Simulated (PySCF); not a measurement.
CH8FNSi2, SMILES C[Si@@H](F)N[SiH3].

Coordinates come from a PBE0-D3(BJ)/def2-SVP optimisation. The structure was generated by enumeration; whether it is a known compound was not checked. One conformer was computed; it need not be the lowest.

All values below come from PBE/def2-TZVP in PySCF.

Gas-phase values at a fixed geometry.

| Quantity | Value |
|---|---|
| total energy | -776.19955 hartree |
| highest occupied level | -6.54 eV |
| lowest empty level | -0.65 eV |
| orbital gap | 5.89 eV |
| dipole moment | 1.58 D |
| quadrupole, principal values (traceless, Buckingham form, about the centre of nuclear charge) | -7.37, 0.33, 7.03 D·Å |
| mean static polarisability | 71.7 bohr³ (10.62 Å³) |
| polarisability, principal values | 62.7, 69.1, 83.2 bohr³ |
